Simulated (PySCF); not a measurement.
A structure optimised at PBE-D3(BJ)/def2-SVP, used in a PySCF frequency run:

```
Sn
O 1 1.9910
H 2 0.9785 1 108.71
O 1 1.9910 2 108.28 3 72.61
H 4 0.9785 1 108.71 2 -170.19
O 1 1.9910 2 108.28 3 -170.19
H 6 0.9785 1 108.71 2 72.61
Br 1 2.5186 2 110.64 3 -48.79
```
Charge 0, spin multiplicity 1.

### Question
Write its SMILES, formula and point group.

### Answer
[OH][Sn]([OH])([OH])[Br], BrH3O3Sn, C3

### Question
What are its rotational constants (standard atomic weights)?

### Answer
2.7300, 0.98761, 0.98761 GHz
